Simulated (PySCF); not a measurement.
Breaking a bond: SMILES O[SiH3] (H4OSi). The Si1–O5 bond (Si1 also carries H, H, H; O5 carries H) is varied alone, starting from the PBE0/def2-TZVP optimised geometry.

- UKS-B3LYP/6-31G* = unrestricted B3LYP/6-31G*, spherical d in PySCF
- RKS-TPSSh = restricted TPSSh/cc-pVDZ run with PySCF 2.14.0
- UKS-B3LYP/3-21G = unrestricted B3LYP/3-21G in PySCF 2.14.0
- UCCSD(T) = CCSD(T) on UHF/cc-pVDZ, 6 core orbitals frozen in PySCF 2.14.0

Energies relative to the lowest point of each curve near equilibrium, in kcal/mol:

```
R / Å  UKS-B3LYP/6-31G*  RKS-TPSSh  UKS-B3LYP/3-21G
-----  ----------------  ---------  ---------------
1.24              151.4      161.1            189.1
1.33               77.2       85.0            102.7
1.39               45.9       52.2             64.6
1.56                4.8        7.1             10.2
1.70                0.3        0.0              0.0
1.83                7.1        5.2              4.1
1.93               15.9       13.2             11.7
2.04               27.1       24.0             22.3
2.71               89.7       87.3             84.7
3.30              110.0      120.5            104.8
3.66              114.3      132.9            109.3
4.45              117.6      147.5            112.6
```

Q: What does UCCSD(T) give at the same points?

A: 1.24: 164.7; 1.33: 87.1; 1.39: 53.6; 1.56: 7.4; 1.70: 0.0; 1.83: 5.2; 1.93: 13.3; 2.04: 24.2; 2.71: 88.4; 3.30: 107.9; 3.66: 109.8; 4.45: 110.8 (kcal/mol).

The unrestricted determinant behind UKS-B3LYP/6-31G*, UKS-B3LYP/3-21G is spin-contaminated at 2.71 to 5.73 Å (<S²> up to 1.0, against 0.00 for a pure singlet). At the longest distance RKS-TPSSh leaves fractional charges on the fragments, a sign of delocalisation error or of the restricted form. The restricted form behind RKS-TPSSh keeps the bonding electrons paired and can't separate into open-shell fragments. The unrestricted determinant behind UCCSD(T) is spin-contaminated at 2.46 to 5.73 Å (<S²> up to 1.0, against 0.00 for a pure singlet).
